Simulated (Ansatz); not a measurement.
`[AlH2][SiH2][GeH3]` and `[AlH2][SiH3]` differ in one atom or group.

Ansatz, PBE0-D4/def2-TZVP geometries, multiplicity 1. 

Scalar relativity is left out up to krypton.

```json
{"property": "size of the dipole moment (ωB97M-V/def2-TZVPP) / D", "`[AlH2][SiH2][GeH3]`": "0.49"}
{"property": "LUMO energy (ωB97M-V/def2-TZVPP) / eV", "`[AlH2][SiH2][GeH3]`": "-0.59"}
{"property": "HOMO–LUMO gap (ωB97M-V/def2-TZVPP) / eV", "`[AlH2][SiH2][GeH3]`": "8.79"}
{"property": "HOMO–LUMO gap (PBE/def2-TZVPP) / eV", "`[AlH2][SiH2][GeH3]`": "3.49"}
{"property": "LUMO energy (B3LYP/def2-TZVPP) / eV", "`[AlH2][SiH2][GeH3]`": "-2.38"}
{"property": "HOMO–LUMO gap (PBE0/def2-TZVPP) / eV", "`[AlH2][SiH2][GeH3]`": "5.25"}
```

(1) What does the change do to each property? (An estimate is asked.)

## Answers

(1) The calculation gave: 
```csv
property,`[AlH2][SiH3]`,shift
size of the dipole moment (ωB97M-V/def2-TZVPP) / D,0.29,-0.20
LUMO energy (ωB97M-V/def2-TZVPP) / eV,-0.48,0.11
HOMO–LUMO gap (ωB97M-V/def2-TZVPP) / eV,9.13,0.34
HOMO–LUMO gap (PBE/def2-TZVPP) / eV,3.66,0.17
LUMO energy (B3LYP/def2-TZVPP) / eV,-2.31,0.07
HOMO–LUMO gap (PBE0/def2-TZVPP) / eV,5.50,0.25
```

With PBE0 the HOMO falls by 0.17 eV and the LUMO rises by 0.08 eV, so the gap widens by about 0.25 eV. PBE moves the HOMO by -0.12 eV and ωB97M-V by -0.23 eV. Dipoles are sizes alone; their direction can turn.

B3LYP here is the variant with VWN-RPA as its local correlation; programs differ in this.
